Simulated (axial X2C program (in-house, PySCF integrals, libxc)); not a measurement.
What spin–orbit coupling does to NaOs⁺

All values were computed with an axial X2C code built on PySCF integrals. Spin-free means the one-electron spin-free X2C Hamiltonian; two-component (2c) means X2C with spin–orbit coupling and atomic mean-field two-electron Coulomb and Gaunt terms, so the difference of the two also holds small scalar two-electron terms. Basis: Os dyall-cv3z [13s14p9d6f4g], Na dyall-cv3z [9s8p5d2f] (cores contracted in-house); Gaussian nuclei, density fitting, unrestricted open shells. Masses: Os 191.961 u, Na 22.990 u.

Spin-free state: M_S = 2, Λ = 0 (beyond evenly filled blocks: π+α, π-α, δ+α, δ-α); fragments Os + Na+.

| level | Re (Å) | ωe (cm⁻¹) | De (eV) |
| --- | --- | --- | --- |
| MP2 | 3.107 | 144.6 | 0.446 |

Correlated methods: 8 electrons correlated (number of frozen shells: Os 5 s, 4 p, 2 d, 1 f; Na 2 s, 1 p), 320 virtual spin orbitals or spinors in MP2.

Dipoles are positive if Na is the positive end and refer to the centre of mass.

Two-component determinant lowest at the distance of the search:

Ω = 4 (⟨Sz⟩ = 1.94, ⟨Lz⟩ = 2.06 at HF); fragments Os + Na+.

```tsv
level	Re (Å)	ωe (cm⁻¹)	De (eV)
MP2	3.161	128.8	0.176
```

(1) From the two tables, how do the constants change at the MP2 level (2c against spin-free)?

Occupations by symmetry block were frozen at the best pattern of an incomplete PBE0 search. Dissociation energies refer to the lowest single-determinant-based atoms at the same level and basis. PBE0 can misorder states that lie within some tenths of an eV, so this need not be the ground state of the molecule. The nearest other spin-free determinant of the search, M_S = 2, Λ = 1, lies 0.013 eV up at the distance of the search. With several unpaired electrons one determinant need not be a pure state. A state of lower Ω lies just above, and one determinant can place such states too high, so the state shown need not be the lowest. The search has Ω = 3 only 0.01 eV up. Open-shell Ω = 0 determinants with evenly filled partner blocks cannot be reached by this program, so the Ω shown need not be the lowest component. The determinant is spin-polarised beyond a pure state at some levels (its spin-free form has ⟨S²⟩ too high), which makes Re and μ there less reliable. With the outer-core shells frozen, correlated bond lengths of heavy atoms tend to come out a few hundredths of an ångström too long.

Results:

(1) At the MP2 level Re increases by 0.054 Å and ωe drops by 15.8 cm⁻¹; De changes by -0.270 eV. The two determinants differ in configuration, so these shifts compare two states and are not the spin–orbit effect on one state.
